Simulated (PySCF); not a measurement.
Worked example: oscillator strength and radiative lifetime

SnF2Cl2, SMILES [F][Sn]([F])([Cl])[Cl].

The structure is a stationary point at r2SCAN-D4/def2-SVP. The def2 effective core potentials stand for the cores of Sn; spin–orbit coupling is left out.

TDA-B3LYP/def2-SVPD (PySCF) puts the first singlet state with f over 0.02 at 6.31 eV (vertical), with the transition dipole (-1.063, 0.000, 0.000) in atomic units.

Problem. Find the oscillator strength, the wavelength and the radiative lifetime that this transition would have in vacuum if emission retraced absorption.

Solution. 
|μ|² = 1.1300 au, so |μ| = 2.70 D. ΔE = 6.31/27.211 = 0.2319 hartree. f = (2/3) ΔE |μ|² = 0.175 (the program prints 0.175).
λ = 1239.84/6.31 = 196 nm; ν = 50894 cm⁻¹.
Einstein's coefficient A = 0.6670 ν² f s⁻¹ (ν in cm⁻¹) = 3.0e8 s⁻¹, so τ = 1/A = 3.3 ns. This state is S7; the lower singlets have f = 0.011, 0.000, 0.017, 0.019, 0.017, 0.000. The figure is the radiative limit of this one transition; relaxation, internal conversion, crossing to triplets and a medium change what is measured.
